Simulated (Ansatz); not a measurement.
C$_{3}$H$_{6}$BCl (`B/C(C)=C/Cl`), relaxed with RKS PBE0-D4/def2-TZVP in Ansatz from a PBE-D4/def2-SVP geometry. The force threshold is 0.005 eV/Å; the program also tests the step.

The species carries charge 0 and has multiplicity 1.

Start:

```xyz
11

B     1.201   -0.189   -1.101
C     0.047   -0.090   -0.083
C    -0.250    1.131    0.752
C    -0.711   -1.222    0.013
Cl   -2.070   -1.388    1.073
H     1.368   -1.220   -1.729
H     1.951    0.753   -1.286
H     0.456    1.953    0.533
H    -1.283    1.499    0.573
H    -0.191    0.900    1.837
H    -0.517   -2.128   -0.582
```

Question: How much energy does the relaxation release, and in how many steps? (An estimate is asked.)

Answer: Ansatz gave: 5.19 kJ/mol, in 6 steps, 2 of them rejected.

Question: Which bonds change most? (Estimate.)

Answer: Ansatz gave: C2–C4 from 1.366 to 1.343 Å; B1–H6 from 1.219 to 1.197 Å; B1–H7 from 1.218 to 1.197 Å; C4–H11 from 1.101 to 1.082 Å.

Question: Give the relaxed structure. (An estimate is asked.)

Answer: Ansatz gave: 
```xyz
11

B     1.189   -0.188   -1.090
C     0.041   -0.093   -0.079
C    -0.251    1.122    0.748
C    -0.701   -1.208    0.012
Cl   -2.046   -1.383    1.059
H     1.349   -1.201   -1.708
H     1.928    0.737   -1.271
H     0.451    1.924    0.524
H    -1.265    1.490    0.566
H    -0.188    0.897    1.816
H    -0.506   -2.096   -0.576
```
